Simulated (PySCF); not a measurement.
# Which determinant of SnC lies lowest?

Unrestricted PBE0; PySCF, scalar-relativistic core potentials, basis sets Sn cc-pVTZ-PP with ECP28, C cc-pVTZ. Outer shells of the fragments: Sn 4d10 5s2 5p2; C 2s2 2p2.

Followed along the bond (rough minima from three points):

| 2Ms+1 | unpaired | ⟨S²⟩ at the start | R at minimum (Å) | Te (eV) |
| --- | --- | --- | --- | --- |
| 3 | σ ↑, π ↑ | 2.27 | 2.02 | 0.00 |
| 3 | π ↑↑ | 2.00 | 2.10 | 0.21 |
| 1 | σ ↑, π ↓ | 1.07 | 2.00 | 0.35 |
| 1 | π ↑↓ | 1.01 | 2.11 | 0.45 |
| 5 | σ ↑, π ↑↑↑ | 6.00 | none in the scan | ≤ 0.95 |

Solutions found at the starting distance of 2.060 Å, counted from the lowest of them; the search is not exhaustive and high or unbound solutions are not listed, so other states can lie among these:

```json
{"2Ms+1": "3", "unpaired": "σ ↑, π ↑", "term": "³Π", "E (eV)": "0.00", "⟨S²⟩": "2.27", "⟨Lz²⟩": "1.01", "μ (D)": "-2.52"}
{"2Ms+1": "3", "unpaired": "π ↑↑", "term": "³Σ⁻", "E (eV)": "0.22", "⟨S²⟩": "2.00", "⟨Lz²⟩": "0.00", "μ (D)": "-3.03"}
{"2Ms+1": "1", "unpaired": "σ ↑, π ↓", "term": "mixed", "E (eV)": "0.37", "⟨S²⟩": "1.07", "⟨Lz²⟩": "1.10", "μ (D)": "-2.84"}
{"2Ms+1": "1", "unpaired": "π ↑↓", "term": "mixed", "E (eV)": "0.46", "⟨S²⟩": "1.01", "⟨Lz²⟩": "2.01", "μ (D)": "-2.93"}
{"2Ms+1": "5", "unpaired": "σ ↑, π ↑↑↑", "term": "⁵Π", "E (eV)": "1.12", "⟨S²⟩": "6.00", "⟨Lz²⟩": "1.01", "μ (D)": "-1.26"}
{"2Ms+1": "1", "unpaired": "none", "term": "mixed", "E (eV)": "1.24", "⟨S²⟩": "0.00", "⟨Lz²⟩": "2.00", "μ (D)": "-2.60"}
```

A term symbol is given only where ⟨S²⟩ and ⟨Lz²⟩ are close to those of a pure state; real π, δ and φ orbitals otherwise mix terms. A positive dipole means Sn(−)C(+).

Spin–orbit coupling is left out.
